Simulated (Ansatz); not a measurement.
Total energies of BH₄NSn (`[BH]1[NH][SnH2]1`).

Z-matrix (Å, degrees):
```
Sn
N 1 2.173
B 1 2.246 2 35.0
H 1 1.717 2 104.3 3 124.5
H 1 1.717 2 104.3 3 -124.6
H 2 1.008 1 148.9 3 -180.0
H 3 1.187 1 144.2 2 180.0
```

Charge 0, multiplicity 1. Correlated methods include outer-core shells of Sn, which these sets cover unevenly. Sn: def2 effective core potential. The geometry is a stationary point of PBE0-D4/def2-TZVP. Basis def2-TZVPP, the Gaussian-basis code of Ansatz.

RPA on PBE orbitals: Hartree–Fock energy of these orbitals -294.76662 Eh, correlation -0.99802 Eh (frozen core).

```
 functional                                       kind  energy without D4 (Eh)  D4 term (kJ/mol)
LDA (SPW92)                                        LDA              -295.22253                 –
        PBE                                        GGA              -296.19868             -11.8
     revPBE                                        GGA              -296.33738             -33.4
      B3LYP                        global hybrid, 20 %              -296.39580             -19.3
    r2SCANh                      meta-GGA hybrid, 10 %              -296.32834              -2.8
    r2SCAN0                      meta-GGA hybrid, 25 %              -296.30455              -3.2
      BHLYP                        global hybrid, 50 %              -296.19138             -16.2
  CAM-B3LYP                     range-separated hybrid              -296.25091             -10.1
    ωB97M-V  range-separated hybrid meta-GGA with VV10              -296.22286                 –
   PBE-QIDH                              double hybrid              -296.00290                 –
```

(1) Give the same for BLYP, r2SCAN, B97M-V, PBE0, HSE06 (plane-wave form), LC-ωPBE, ωB97X-V, B2PLYP. (Best estimate.)

B3LYP takes the VWN-RPA correlation (the form of Gaussian; ORCA's B3LYP/G). HSE06 is the plane-wave form, built on full-range PBE exchange. The double hybrids freeze the cores in their second-order part.

Results:

(1) The calculation gave: 
| functional | kind | energy without D4 (Eh) | D4 term (kJ/mol) |
| --- | --- | --- | --- |
| BLYP | GGA | -296.22911 | -25.9 |
| r2SCAN | meta-GGA | -296.34481 | -2.6 |
| B97M-V | meta-GGA with VV10 | -296.31748 | – |
| PBE0 | global hybrid, 25 % exact exchange | -296.21443 | -9.9 |
| HSE06 (plane-wave form) | screened hybrid | -296.20791 | -9.3 |
| LC-ωPBE | long-range corrected hybrid | -296.28365 | – |
| ωB97X-V | range-separated hybrid GGA with VV10 | -296.26601 | – |
| B2PLYP | double hybrid | -296.03165 | – |

LC-ωPBE has ω = 0.4 bohr⁻¹.
